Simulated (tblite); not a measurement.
Compound: C4H9N2P.
Atom-mapped SMILES: `[CH3:1][N:2]([CH3:3])[P:4]1(=[NH:5])[CH:6]=[CH:7]1` (hydrogens: H8, H9, H10 on C1; H11, H12, H13 on C3; H14 on N5; H15 on C6; H16 on C7)

Cartesian coordinates in Å at the GFN2-xTB level; atoms count from 1:
```xyz
16
C4H9N2P angstrom
C     -0.8272   -1.2231   -0.7767
N     -0.6474    0.0472   -0.1209
C     -1.7399    0.4570    0.7334
P      0.8713    0.7303    0.1314
N      0.9910    2.1805    0.6764
C      2.1756   -0.4386    0.4840
C      2.0792   -0.1848   -0.8414
H      0.0655   -1.4566   -1.3544
H     -1.0059   -2.0298   -0.0575
H     -1.6825   -1.1663   -1.4551
H     -1.4562    1.3692    1.2581
H     -2.6338    0.6514    0.1335
H     -1.9819   -0.3115    1.4757
H      0.3191    2.8326    0.2955
H      2.8308   -0.9940    1.1290
H      2.6346   -0.4546   -1.7225
```

Computed with GFN2-xTB (tblite): harmonic, unscaled wavenumbers at the GFN2-xTB geometry, gas phase. This tight-binding method is rough: wavenumbers can miss measured ones by several per cent, in bad cases by 10 to 20. One conformer, not necessarily the lowest.

Harmonic wavenumbers (cm⁻¹): 61.4, 121.8, 197.4, 199.1, 215.6, 239.4, 259.7, 281.7, 350.0, 362.1, 392.9, 602.6, 635.6, 659.9, 785.8, 832.7, 880.4, 962.1, 993.4, 1043.4, 1083.5, 1095.4, 1123.3, 1212.3, 1219.8, 1266.5, 1404.0, 1412.1, 1463.6, 1471.2, 1489.9, 1499.9, 1539.1, 2920.7, 2923.1, 2955.8, 2964.0, 3008.4, 3021.6, 3059.6, 3085.0, 3386.2.

A = 3259, B = 2156, C = 1472 MHz; mass 116.050 u (most abundant isotopes); point group C1, symmetry number 1.

Problem. Zero-point energy?

Solution. Half the sum of the wavenumbers: 27341 cm⁻¹ = 327.07 kJ/mol.

Problem. Entropy at 298.15 K, 1 bar (ideal gas, RRHO, classical rotation)?

Solution. Translation 168.15, rotation 116.45, vibration 102.35: S = 386.9 J/(mol K).

Problem. And Cp and H(298.15 K) − H(0)?

Solution. Cp = 146.50 J/(mol K), of which vibrations give 113.25 (their classical limit is 42 R = 349.2); H(298.15 K) − H(0) = 27.04 kJ/mol without the zero-point energy, 17.13 from vibrations.

Problem. Blend soft modes into free rotors: weight 1/[1 + (100 cm⁻¹/ν̃)⁴] for the oscillator and the rest for a rotor with moment μB/(μ + B), μ = h/(8π²ν), B = 10⁻⁴⁴ kg m². What vibrational entropy results?

Solution. 98.02 J/(mol K) in place of 102.35, which changes −T·S at 298.15 K by +1.29 kJ/mol.

Problem. How do the functions run with temperature in this model?

Solution. 
| T (K) | S (J/(mol K)) | Cp (J/(mol K)) | H − H(0) (kJ/mol) | G − H(0) (kJ/mol) | ln q(vib) |
| --- | --- | --- | --- | --- | --- |
| 50 | 231.6 | 46.3 | 1.89 | -9.69 | 0.23 |
| 100 | 271.8 | 72.8 | 4.86 | -22.31 | 0.98 |
| 373.15 | 422.5 | 170.7 | 38.95 | -118.70 | 7.13 |
| 500 | 477.6 | 206.2 | 62.94 | -175.84 | 10.00 |
| 750 | 571.3 | 256.0 | 121.16 | -307.32 | 15.36 |
| 1000 | 649.8 | 289.1 | 189.54 | -460.22 | 20.28 |

q(vib) and H(0) count from the zero-point level.

Problem. Which modes carry the vibrational entropy at 298.15 K?

Solution. 61.4 cm⁻¹: 18.46; 121.8 cm⁻¹: 12.85; 197.4 cm⁻¹: 9.03; 199.1 cm⁻¹: 8.96; 215.6 cm⁻¹: 8.35; 239.4 cm⁻¹: 7.56 J/(mol K); the other 36 give 37.14 together.

Hindered rotation and anharmonicity are outside this model. Other conformers, if any are populated, would add a mixing term that is left out. The structure is chiral; the term R ln 2 for an equal mix with its mirror image is left out.
